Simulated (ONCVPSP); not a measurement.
**Transferability test, ONCV potential for silver (Ag)**

ONCVPSP 4.0.1 input, shortened (lines: element, Z, core and valence counts, functional; n l f; lmax; l rc ep ncon nbas qcut; lloc lpopt rc5 dvloc0; l nproj debl; icmod fcfact rcfact), PBE, scalar-relativistic:

```
  Ag 47.00    6    4        4      upf
    1    0    2.00
    2    0    2.00
    2    1    6.00
    3    0    2.00
    3    1    6.00
    3    2   10.00
    4    0    2.00
    4    1    6.00
    4    2   10.00
    5    0    1.00
    2
    0    1.70    0.00    4    8    9.30
    1    1.05    0.00    4    9    7.60
    2    1.05    0.00    3    8    9.20
    2    5    1.05    0.00
    0    2    2.40
    1    1    3.70
    2    0    0.50
    0    0.00    0.00
```

Energies are relative to the spin-unpolarised reference configuration 4s2 4p6 4d10 5s1; without spin polarisation the order of configurations can differ from experiment.

```
valence configuration  charge  ΔE all-electron (eV)  error AE − PS (meV)
     4s2 4p6 4d10 5s0      +1                 7.757                 -1.6
      4s2 4p6 4d8 5s0      +3                66.064                 -2.5
     4s1 4p6 4d10 5s1      +1               102.053                 -209
```

Question: What are ΔE and the potential's error for 4s2 4p6 4d9 5s0?

Answer: ΔE = 29.871 eV all-electron; the error (AE − PS) is -2.6 meV.

Levels in the configuration 4s2 4p6 4d9 5s0:

```
level  all-electron (eV)  pseudo (eV)
   4s           -117.600     -117.605
   4p            -80.977      -80.977
   4d            -28.891      -28.890
```
